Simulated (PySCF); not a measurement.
Species: C5H10N2SSi2.
Atom-mapped SMILES: `[CH2:1]=[CH:2][c:3]1[cH:4][c:5]([SiH2:6][S:7][SiH3:8])[n:9][nH:10]1`

Definitions: NICS(0) = −σiso at the ring centroid; NICS(1) = −σiso and NICS(1)zz = −σzz at ±1 Å along the ring normal z. Level: GIAO PBE0/pcSseg-1 (PySCF, non-relativistic, gas phase) on the GFN2-xTB geometry, one conformer.

Ring bond lengths (Å), with Mayer bond orders in brackets: C3–C4 1.386 (1.39), C4–C5 1.404 (1.33), C5–N9 1.330 (1.43), N9–N10 1.325 (1.24), N10–C3 1.359 (1.06).

Q: Give the NICS values of each ring in ppm.

A: 
| ring | type | NICS(0) | NICS(1), two faces | NICS(1)zz, two faces | rms pucker (Å) | centre to ring atoms, mean (Å) |
| --- | --- | --- | --- | --- | --- | --- |
| C3–C4–C5–N9–N10 | 5-membered ring with 2 N; formal bonds all aromatic | -12.1 | -11.5 / -11.7 | -29.1 / -30.0 | 0.00 | 1.16 |

Q: What do they say, and how far can they be read as aromaticity?

A: 
- C3–C4–C5–N9–N10: mean NICS(1)zz -29.5 ppm, shielded. For a flat ring without four-coordinate atoms the NICS criterion counts such a value as aromatic.

Q: What does the geometric index give? HOMA = 1 − mean of α(R − Ropt)² over the ring bonds, with Krygowski's 1993 parameters (CC: Ropt 1.388 Å, α 257.7 Å⁻²; CN: Ropt 1.334 Å, α 93.52 Å⁻²; NN: Ropt 1.309 Å, α 130.33 Å⁻²).

A: 
- C3–C4–C5–N9–N10: HOMA 0.97; the largest term is that of C4–C5, α(R − Ropt)² = 0.07. The geometric and the magnetic index point the same way.

Q: What field does 9.4 T along the ring normal induce along that normal at the first NICS(1) probe listed for ring C3–C4–C5–N9–N10, 1 Å off the ring?

A: NICSzz × B0 = -29.1 ppm × 9.4 T = -274 μT, against the applied field.

Q: List the ring angles and the Hirshfeld charges of the ring atoms.

A: 
- C3–C4–C5–N9–N10: C3 105.2° (+0.032 e), C4 105.8° (-0.091 e), C5 109.9° (-0.076 e), N9 106.3° (-0.124 e), N10 112.8° (-0.006 e); sum 540.0° against 540° for a flat convex ring.

Q: What are the shieldings of the ring atoms and their hydrogens in the same run (means over atoms taken as equivalent)?

A: 
```csv
atoms,environment,σ isotropic (ppm),"principal values of the symmetric part, first atom (ppm)"
C3,substituted aromatic carbon,39.8,"-24.0, 15.2, 128.3"
C4,aromatic CH carbon,72.7,"-4.1, 64.2, 158.0"
C5,substituted aromatic carbon,36.1,"-40.0, 10.1, 138.2"
N9,pyridine-type nitrogen,-89.0,"-346.4, -96.0, 175.3"
N10,pyrrole-type nitrogen,35.6,"-77.2, 74.2, 109.9"
H on C4,aromatic hydrogen,24.71,"21.2, 24.5, 28.5"
H on N10,N–H hydrogen,22.15,"17.0, 24.2, 25.2"
```

Conformer computed: `[CH2:1]=[CH:2][c:3]1[cH:4][c:5]([SiH2:6][S:7][SiH3:8])[n:9][nH:10]1`: C1–C2–C3–C4 1°, C4–C5–Si6–S7 -106°, C5–Si6–S7–Si8 -35°.
